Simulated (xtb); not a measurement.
xtb input (GFN2-xTB):

```bash
xtb mol.xyz --gfn 2 --ohess tight --chrg 0 --uhf 0
```
mol.xyz:
```
11

Si     2.17898627     0.19838548     0.04759011
C      0.37163715     0.24076221     0.08644026
N     -0.36857920     1.19258530     0.47457846
C     -1.73361798     0.98348694     0.39593191
C     -2.09055908    -0.28409345    -0.11113156
S     -0.65150699    -1.12912825    -0.40522382
H      2.72114642     0.45304621     1.38615217
H      2.71264551     1.27397581    -0.87832228
H      2.65480584    -1.08929215    -0.45083790
H     -2.41017218     1.74516263     0.63644069
H     -3.06599502    -0.72307566    -0.23003306
```

End of the output:

```
   temp. (K)  partition function   enthalpy   heat capacity  entropy
                                   cal/mol     cal/K/mol   cal/K/mol   J/K/mol
 298.15  VIB   7.58                 2045.044     17.023     10.881
         ROT  0.243E+06              888.752      2.981     27.628
         INT  0.185E+07             2933.796     20.004     38.510
         TR   0.120E+28             1481.254      4.968     40.122
         TOT                        4415.0503    24.9725    78.6321   328.9969

       T/K    H(0)-H(T)+PV         H(T)/Eh          T*S/Eh         G(T)/Eh
   ------------------------------------------------------------------------
    298.15    0.703583E-02    0.742522E-01    0.373607E-01    0.368916E-01
   ------------------------------------------------------------------------

         :::::::::::::::::::::::::::::::::::::::::::::::::::::
         ::                  THERMODYNAMIC                  ::
         :::::::::::::::::::::::::::::::::::::::::::::::::::::
         :: total free energy         -16.814585361427 Eh   ::
         ::.................................................::
         :: total energy              -16.851476918786 Eh   ::
         :: zero point energy           0.067216392388 Eh   ::
         :: G(RRHO) w/o ZPVE           -0.030324835030 Eh   ::
         :: G(RRHO) contrib.            0.036891557359 Eh   ::
         :::::::::::::::::::::::::::::::::::::::::::::::::::::
imag cut-off (cm-1) :    5.00
 found            1  significant imaginary frequency
 writing imag mode distorted coords to xtbhess.xyz
 for further optimization.

optimized geometry written to: xtbopt.xyz

           -------------------------------------------------
          | TOTAL ENERGY              -16.851476918786 Eh   |
          | TOTAL ENTHALPY            -16.777224695951 Eh   |
          | TOTAL FREE ENERGY         -16.814585361427 Eh   |
          | GRADIENT NORM               0.000230675390 Eh/α |
          | HOMO-LUMO GAP               3.272404394456 eV   |
           -------------------------------------------------

------------------------------------------------------------------------
------------------------------------------------------------------------
 total:
Note: The following floating-point exceptions are signalling: IEEE_UNDERFLOW_FLAG IEEE_DENORMAL
normal termination of xtb
 SCF:
 ANC optimizer:
 analytical hessian:
```
